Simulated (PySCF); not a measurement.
r2SCAN on F⁻ (fluorine, charge -1), [Ne], closed-shell 1S. All numbers are calculated (PySCF 2.14, scalar relativity by spin-free X2C-1e, in x2c-QZVPPall with one added diffuse shell each of s, p, d, f type (8s5p4d3f1g, 73 functions)).

```
cycle= 1 E= -99.9385629764483  delta_E= -0.00402  |g|= 0.0961  |ddm|= 0.171
cycle= 2 E= -99.9235578910083  delta_E= 0.015  |g|= 0.246  |ddm|= 0.142
cycle= 3 E= -99.9419923455857  delta_E= -0.0184  |g|= 0.0233  |ddm|= 0.0814
cycle= 4 E= -99.9421943264544  delta_E= -0.000202  |g|= 0.000417  |ddm|= 0.0113
cycle= 5 E= -99.942194383273  delta_E= -5.68e-08  |g|= 3.4e-05  |ddm|= 0.000204
cycle= 6 E= -99.9421943836611  delta_E= -3.88e-10  |g|= 1.7e-06  |ddm|= 2.22e-05
converged SCF energy = -99.9421943836611  <S^2> = -1.0658141e-14  2S+1 = 1
```

Highest occupied orbital energy: 1.293 eV; ⟨L²⟩ = 0.00; populations by l: s 4.00, p 6.00, d 0.00, f 0.00.

(1) Can this result be used?

## Answers

(1) With care. Self-consistency was reached. At r2SCAN the highest occupied level has a positive energy, so only the finite basis holds that electron; in a semilocal or global hybrid functional this comes from self-interaction and does not mean that the real anion is unbound.
